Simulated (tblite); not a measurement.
Species: C7H7OS (doublet state).
Z-matrix (Å and degrees, GFN2-xTB geometry), rows numbered from 1:
```
C 
O   1  1.4063
C   2  1.3671  1  118.61
C   3  1.3969  2  124.46  1    -0.04
C   4  1.3637  3  118.09  2  -179.96
C   5  1.3607  4  125.58  3     0.00
C   6  1.3936  5  116.42  4    -0.00
C   7  1.3839  6  120.61  5    -0.02
S   8  1.7718  3  120.40  2    -0.03
H   1  1.0945  2  111.43  3   -61.44
H   1  1.0890  2  105.72  3   179.91
H   1  1.0945  2  111.43  3    61.28
H   4  1.0784  3  120.76  2     0.02
H   6  1.0777  5  122.93  4   179.97
H   7  1.0796  6  120.15  5  -179.99
H   9  1.3274  8   94.99  3    -0.40
```

Computed with GFN2-xTB (tblite): harmonic, unscaled wavenumbers at the GFN2-xTB geometry, gas phase. Errors from tens to a few hundred cm⁻¹ against measured bands are possible. Modes of hydrogen on sulfur can be 10 to 20 % off. One conformer, not necessarily the lowest. Open shells enter through the occupations alone, without spin polarisation, and single modes of such species can be off by tens of per cent.

Question: How many normal modes are there?

Answer: 16 atoms, non-linear: 3N − 6 = 42.

Question: What is the point group of the computed structure, and how do the modes divide by symmetry?

Answer: Cs. The vibrations span 28 a′ + 14 a″.

Question: How many distinct wavenumbers does the calculation give?

Answer: 42: Cs has no degenerate species.

Question: How many fundamentals are allowed in the infrared by symmetry?

Answer: 42 of 42: in Cs every mode is allowed. All fundamentals are allowed in the Raman spectrum.

Question: How large is the harmonic zero-point energy?

Answer: ½Σν̃ = 25104 cm⁻¹ = 3.113 eV (42 modes), 1.380 eV of it from above 1550 cm⁻¹.

Question: How far is the lowest real mode excited at 77 K, as a harmonic oscillator?

Answer: θ = hcν̃/k = 111 K for 77.1 cm⁻¹, so N1/N0 = 0.24 and ⟨v⟩ = 1/(exp(θ/T) − 1) = 0.31.
